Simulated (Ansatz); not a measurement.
Diatomic BeN, multiplicity 4 (lowest of 2S+1 = 2, 4 at CCSD(T)/def2-TZVPP on PBE0 minima; our sources give no spin for the ground state, which may be another).

D_e counts from the fitted minimum to each atom's lowest state at the same level, without counterpoise.

Cores are frozen in the correlated methods.

Run with Ansatz (an electronic-structure program) with Gaussian orbitals. 

Task: One of these levels gives 41.25 kcal/mol for the bond energy D_e. Which?
A) CCSD/aug-cc-pVTZ
B) BHLYP/def2-TZVPP
C) B3LYP/def2-TZVPP
D) SVWN5/def2-TZVPP

Result: B, BHLYP/def2-TZVPP. The others give 55.63 (SVWN5/def2-TZVPP), 46.42 (B3LYP/def2-TZVPP), 30.26 (CCSD/aug-cc-pVTZ)
